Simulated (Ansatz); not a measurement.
Cartesian coordinates in Å:
```
Si 0.212 -1.032 -1.298
Si -0.099 0.984 -0.145
O -1.339 0.881 0.978
P -0.475 0.755 2.392
S 1.362 1.306 1.391
H 1.458 -0.922 -2.102
H -0.932 -1.312 -2.207
H 0.351 -2.142 -0.320
H -0.284 2.145 -1.053
H -0.253 -0.663 2.364
```

Total charge 0; spin multiplicity 1.

Q: List the PBE/def2-TZVPP orbital energies in eV (Ansatz 0.2.0). (Estimate.)

A: Ansatz gave: Occupied: -2395.83, -2077.94, -1781.06, -1779.74, -510.96, -208.79, -173.02, -154.93, -154.86, -154.72, -138.66, -137.54, -124.56, -124.49, -124.34, -95.45, -95.39, -95.34, -94.26, -94.26, -94.25, -25.81, -18.48, -15.37, -13.77, -12.25, -11.18, -10.64, -10.32, -8.85, -8.78, -8.25, -7.94, -7.36, -7.03, -5.69. Lowest empty: -2.48, -1.59, -1.05, -0.51, -0.26, 0.07, 0.61, 0.62.
